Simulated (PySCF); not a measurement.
# Correlation energy of Se (selenium, neutral)

[Ar] 3d10 4s2 4p3 5s1, 5s spin antiparallel (an excited configuration). Computed with PySCF 2.14 in aug-cc-pVTZ-PP with one added diffuse shell each of s, d, f type with ECP10MDF (7s5p5d3f, 68 functions), with scalar relativity through the core potential. Frozen: 3s2 3p6 3d10; 6 electrons correlated.

MP2 pair energies summed by pair of shells (mhartree):

| pair | energy | share (%) |
| --- | --- | --- |
| 4s-4p | -49.91 | 59.3 |
| 4p-4p | -16.66 | 19.8 |
| 4s-4s | -9.00 | 10.7 |
| 4p-5s | -6.50 | 7.7 |
| 4s-5s | -2.11 | 2.5 |

Total MP2 correlation energy: -84.18 mhartree.

Same-spin part -21.77 and opposite-spin part -62.41 mhartree; SCS-MP2 scales them by 1/3 and 6/5 to -82.15 mhartree.
